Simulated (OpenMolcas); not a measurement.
Ionisation energies of boron

```yaml
Program: OpenMolcas
Basis: ANO-L-VTZP [4s3p2d1f]
Scalar_Hamiltonian: non-relativistic, point nucleus
Spin-orbit_coupling: RASSI with atomic mean-field integrals over the reference wave functions, term energies averaged over their components
```

Active shells in each charge state: the valence s, p shells, with orbitals averaged over the low states. Where CASPT2's correlated closed shells are named, they are those of the first ion.

A. CASSCF
B. SS-CASPT2, IPEA 0.25 Eh, imaginary shift 0.1 Eh (closed shells correlated: 1s)
C. SS-CASPT2, IPEA 0 Eh, imaginary shift 0.1 Eh (closed shells correlated: 1s)
D. SS-CASPT2, IPEA 0.25 Eh, imaginary shift 0.1 Eh (closed shells correlated: none)

Energies in eV between the lowest computed levels (charge -1 gives the electron affinity), named as in B; reference values from the NIST Atomic Spectra Database with their kind.

| From | To | A | B | C | D | Spin-orbit share in B | Reference |
| --- | --- | --- | --- | --- | --- | --- | --- |
| B- 2s² 2p² ³P₀ | B 2s² 2p ²P°_1/2 | -0.848 | -0.081 | 0.105 | -0.087 | -0.000 |  |
| B 2s² 2p ²P°_1/2 | B+ 2s² ¹S₀ | 7.182 | 7.897 | 8.015 | 7.886 | +0.001 | 8.298 (measured) |
| B+ 2s² ¹S₀ | B2+ 2s ²S_1/2 | 25.046 | 25.081 | 25.082 | 25.091 | +0.000 | 25.155 (measured) |
| B2+ 2s ²S_1/2 | B3+ 1s² ¹S₀ | 37.814 | 37.816 | 37.817 | 37.814 | +0.000 | 37.931 (measured) |

Error against the reference values, in %:

| From | Reference | A | B | C | D |
| --- | --- | --- | --- | --- | --- |
| B | measured | -13.4 | -4.8 | -3.4 | -5.0 |
| B+ | measured | -0.4 | -0.3 | -0.3 | -0.3 |
| B2+ | measured | -0.3 | -0.3 | -0.3 | -0.3 |

Mean absolute error over the 3 measured values: A 0.45 eV, B 0.20 eV, C 0.16 eV, D 0.20 eV. C lies closest.

No diffuse functions were added, so the electron affinity comes out too small, and without dynamic correlation a bound anion can come out unbound.

° marks odd parity.
